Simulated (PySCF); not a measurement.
Compound: C₅H₁₁NOSi₂.
Numbering: `[CH3:1][C:2](=[O:3])[NH:4][Si@H:5]1[CH:6]=[CH:7][CH2:8][SiH2:9]1`

Structure used (GFN2-xTB), in Å, numbered top down from 1:
```
atom  x, y, z in Å
C1     3.521    0.715    0.625
C2     2.194    0.703   -0.089
O3     1.757    1.642   -0.737
N4     1.441   -0.400   -0.005
Si5   -0.070   -0.197   -0.904
C6    -1.107   -1.714   -0.469
C7    -2.332   -1.506   -0.002
C8    -2.930   -0.148    0.210
Si9   -1.622    1.247   -0.013
H10    4.026    1.660    0.446
H11    3.361    0.587    1.694
H12    4.143   -0.103    0.267
H13    1.751   -1.193    0.532
H14    0.327   -0.219   -2.315
H15   -0.765   -2.730   -0.612
H16   -2.983   -2.339    0.249
H17   -3.743   -0.024   -0.511
H18   -3.411   -0.123    1.189
H19   -1.367    1.855    1.303
H20   -2.195    2.297   -0.862
```

NICS is the negative of the GIAO shielding at a point without a nucleus: at the ring centre (0) and 1 Å above and below it (1); zz is the component along the ring normal. Level: GIAO PBE0/pcSseg-1 (PySCF, non-relativistic, gas phase) on the GFN2-xTB geometry, one conformer.

Ring bond lengths (Å), with Mayer bond orders in brackets: Si5–C6 1.888 (0.86), C6–C7 1.328 (1.92), C7–C8 1.498 (1.05), C8–Si9 1.925 (0.87), Si9–Si5 2.300 (0.92).

Task: Give the NICS values of each ring in ppm.

Result: 
```csv
ring,type,NICS(0),"NICS(1), two faces","NICS(1)zz, two faces",rms pucker (Å),"centre to ring atoms, mean (Å)"
Si5–C6–C7–C8–Si9,"5-membered ring with 2 Si; formal bonds 1 double, 4 single",-1.5,-2.9 / -3.0,-1.5 / -0.8,0.07,1.50
```

Task: What can be read from them?

Result: 
- Si5–C6–C7–C8–Si9: mean NICS(1)zz -1.2 ppm, near zero. Si5, C8, Si9 have four or more neighbours; no verdict on aromaticity is drawn.

Task: What field does 7.05 T along the ring normal induce along that normal at the first NICS(1) probe listed for ring Si5–C6–C7–C8–Si9, 1 Å off the ring?

Result: NICSzz × B0 = -1.5 ppm × 7.05 T = -11 μT, against the applied field.

Task: List the ring angles and the Hirshfeld charges of the ring atoms.

Result: 
- Si5–C6–C7–C8–Si9: Si5 92.6° (+0.290 e), C6 117.5° (-0.169 e), C7 124.0° (-0.029 e), C8 111.7° (-0.162 e), Si9 92.8° (+0.245 e); sum 538.5° against 540° for a flat convex ring.

Task: How shielded are the nuclei of the rings and their hydrogens (means over atoms taken as equivalent)?

Result: 
```csv
atoms,environment,σ isotropic (ppm)
Si5,SiH silicon,382.5
C6,alkene CH carbon,49.7
C7,alkene CH carbon,24.0
C8,sp3 carbon bound to silicon,167.5
Si9,SiH2 silicon,428.5
H14,Si–H hydrogen,26.34
H15,vinylic hydrogen,25.19
H16,vinylic hydrogen,24.40
H17,methylene hydrogen,29.87
H18,methylene hydrogen,29.72
H19,Si–H hydrogen,28.02
H20,Si–H hydrogen,27.89
```
